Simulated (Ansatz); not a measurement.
Calculated with Ansatz (gas phase, PBE0-D4/def2-TZVP geometries, no zero-point term in ΔE). CCSD(T)/CBS adds triple-zeta CCSD(T) − MP2 to the extrapolated MP2 energy (def2 sets, frozen cores). For Se outer-core shells are correlated without core-valence functions, which leaves a few kJ/mol of doubt a bond. Scalar relativity is left out up to krypton. One conformer a species, not always the lowest.

Consider the formal exchange of groups at the Se–C bond: `O=C([SiH3])[SeH]` + `SC1=NC1` → `[SeH]C1=NC1` + `O=C([SiH3])S`.

`O=C([SiH3])[SeH]`:

```xyz
8

O     1.089   -1.802    0.321
C     0.809   -0.662    0.094
Si   -1.025   -0.072    0.083
Se    2.231    0.627   -0.286
H    -1.105    1.389   -0.159
H    -1.711   -0.819   -0.999
H    -1.600   -0.420    1.404
H     1.312    1.758   -0.457
```

`SC1=NC1`:

Z-matrix (Å, degrees):
```
C
C 1 1.440
N 1 1.523 2 49.9
H 1 1.087 2 120.2 3 -101.1
H 1 1.087 2 120.2 3 101.0
S 2 1.710 1 151.7 3 -180.0
H 6 1.342 2 95.2 1 -0.0
```

`[SeH]C1=NC1`:

```xyz
7

Se    0.920   -1.939    0.316
C     0.503   -0.132    0.211
N     1.015    0.978    0.477
C    -0.385    0.953   -0.126
H    -0.366   -2.355   -0.256
H    -1.207    1.213    0.536
H    -0.479    1.283   -1.158
```

`O=C([SiH3])S`:

```xyz
8

O    -1.745    0.464    0.237
C    -0.715    0.024   -0.195
Si    0.950    0.249    0.750
S    -0.599   -0.876   -1.733
H     2.054   -0.392   -0.006
H     1.180    1.706    0.886
H     0.785   -0.383    2.080
H    -1.911   -0.792   -2.021
```

```csv
species,CCSD/CBS(def2) energy (Eh)
`O=C([SiH3])[SeH]`,-2805.35038
`SC1=NC1`,-530.26407
`[SeH]C1=NC1`,-2533.18780
`O=C([SiH3])S`,-802.42733
```

(1) Work out ΔE.

Largest T1 diagnostic among the species: 0.017.

## Answers

(1) ΔE = (-2533.18780) + (-802.42733) − (-2805.35038) − (-530.26407) = -0.00068 Eh = -1.8 kJ/mol. CCSD(T)/CBS gives -1.2 kJ/mol.
